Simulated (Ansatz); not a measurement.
Ansatz results at the PBE0-D4/def2-TZVP geometry: HOMO–LUMO gap (ωB97M-V/def2-TZVPP) 11.46 eV; LUMO energy (B3LYP/def2-TZVPP) 0.58 eV; zero-point energy (PBE0-D4/def2-TZVP) 213.6 kJ/mol.

Each molecule was computed in one conformer, which needn't be the lowest.

**Question.** Which molecule gave them?
A. `[GaH2][CH2][GeH3]`
B. `IC1=CC1`
C. `CSCO`
D. `CC(C)=C(C)O`

**Answer.** C. The others give `IC1=CC1`: 10.27, -1.03, 123.7; `CC(C)=C(C)O`: 10.52, 0.59, 369.4; `[GaH2][CH2][GeH3]`: 10.20, -1.82, 164.7.

B3LYP here is the variant with VWN-RPA as its local correlation; programs differ in this.
